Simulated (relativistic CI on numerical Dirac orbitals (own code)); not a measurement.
Hyperfine structure of Eu LIII, mass number 151

Computed by Dirac-Coulomb-Breit CI, KLI orbitals optimised for each configuration, QED by a radiative potential, unscaled Slater integrals (own radial code, finite nucleus).

Configuration list (outside the closed core [Ne]): 3s, 3p, 3d, 4s, 4p, 4d, 4f, 5s, 5p, 5d, 5f, 5g, 6s, 6p, 6d. Levels of other configurations are missing.

Nuclear spin I = 5/2, μ = 3.4635 μN, Q = 0.903 b (tables of Stone and Pyykkö). The electronic factors are computed for point nuclear moments, without core polarisation or the Bohr-Weisskopf and QED corrections.

```tsv
Level	E (eV)	A (GHz)	B (GHz)
3s 2S_1/2	0.00	4135	
3p 2P°_1/2	125.16	1318	
3p 2P°_3/2	300.97	177.8	229
3d 2D_3/2	454.32	94.54	40.8
3d 2D_5/2	494.43	38.42	52.1
4s 2S_1/2	2203.24	1693	
4p 2P°_1/2	2255.03	546.2	
4p 2P°_3/2	2326.83	74.38	96.1
```

Levels with J = 0, under 50 % of one LS term, or S terms without an open s electron are left out. Small factors come from cancelling terms and can be off by tens of per cent or more.

At this charge energies of transitions that change n are usually good to better than 1 %, and those within a shell (Δn = 0) to a few per cent.

Problem. Give the hyperfine levels of 3s 2S_1/2 relative to its centre of gravity.

Solution. With K = F(F + 1) − I(I + 1) − J(J + 1), E = AK/2: F = 2: -7237, F = 3: 5169 GHz.
